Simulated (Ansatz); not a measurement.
A made-up structure of AlBSiH5O (charge +1), singlet:

```xyz
9
angstrom
B 0.1046 -0.3035 0.7222
Si 0.8109 0.5952 -0.3341
O -0.0890 0.9784 -2.0893
Al -0.6019 -1.3032 2.0005
H 0.0677 0.3781 -2.8349
H -0.6640 1.7565 -2.1584
H 2.1406 1.1188 0.0499
H -0.2080 -2.8064 1.8424
H -1.4664 -0.4540 2.9860
```

It is relaxed with PBE-D4/def2-SVP and then PBE0-D4/def2-TZVP (Ansatz 0.2.0). Atoms count as bonded within 1.22 times the sum of their covalent radii (H–H: 0.88 Å). The end point is not checked to be a true minimum.

Task: Does its bonding change? (A judgement: the text doesn't fix the answer.)

Result: By the calculation: No: no bond forms or breaks.

Where it ends: The first stage lowers the energy by 4.00 eV in 20 steps. It ends as AlBSiH₅O ([OH2][SiH][B][AlH2]), total charge +1:
B1  (0.241, -0.303, 0.723)
Si2  (1.114, 0.100, -0.926)
O3  (-0.119, 1.190, -1.803)
Al4  (-0.763, -1.464, 2.207)
H5  (-0.391, 0.990, -2.710)
H6  (-0.178, 2.142, -1.635)
H7  (2.344, 0.919, -1.016)
H8  (0.181, -2.217, 3.217)
H9  (-2.334, -1.397, 2.128)
(Å)

Labels in which every atom is bracketed show which atoms are joined, not bond orders.

For scale, one of the runs: PBE0-D4/def2-TZVP relaxation, 166 basis functions, launched by `ansatz run in.yaml --threads 2 --pin off --events-out ev --progress --plain --max-ram 4352MiB`. The run took about 33 s on 2 CPU threads of an Arm Neoverse V2 (shared host).
